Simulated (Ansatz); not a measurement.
`C[SiH]1NB1O` and `OB1N[SiH2]1` differ in one atom or group.

Ansatz, PBE0-D4/def2-TZVP geometries, multiplicity 1. Each molecule was computed in one conformer, which needn't be the lowest.

```
                                        property  `C[SiH]1NB1O`
size of the dipole moment (B3LYP/def2-TZVPP) / D           2.21
             HOMO energy (B3LYP/def2-TZVPP) / eV          -6.58
  size of the dipole moment (PBE/def2-TZVPP) / D           2.26
             LUMO energy (B3LYP/def2-TZVPP) / eV          -0.11
            HOMO–LUMO gap (PBE0/def2-TZVPP) / eV           6.92
              HOMO energy (PBE0/def2-TZVPP) / eV          -6.76
```

(1) What does the change do to each property? (Best estimate.)

Answers

(1) Ansatz gave: 
| property | `OB1N[SiH2]1` | shift |
| --- | --- | --- |
| size of the dipole moment (B3LYP/def2-TZVPP) / D | 2.34 | 0.13 |
| HOMO energy (B3LYP/def2-TZVPP) / eV | -6.86 | -0.28 |
| size of the dipole moment (PBE/def2-TZVPP) / D | 2.43 | 0.17 |
| LUMO energy (B3LYP/def2-TZVPP) / eV | -0.52 | -0.41 |
| HOMO–LUMO gap (PBE0/def2-TZVPP) / eV | 6.78 | -0.14 |
| HOMO energy (PBE0/def2-TZVPP) / eV | -7.05 | -0.29 |

With PBE0 the HOMO falls by 0.29 eV and the LUMO falls by 0.43 eV, so the gap narrows by about 0.14 eV. PBE moves the HOMO by -0.30 eV and ωB97M-V by -0.29 eV. Dipoles are sizes alone; their direction can turn.

B3LYP here is the variant with VWN-RPA as its local correlation; programs differ in this.
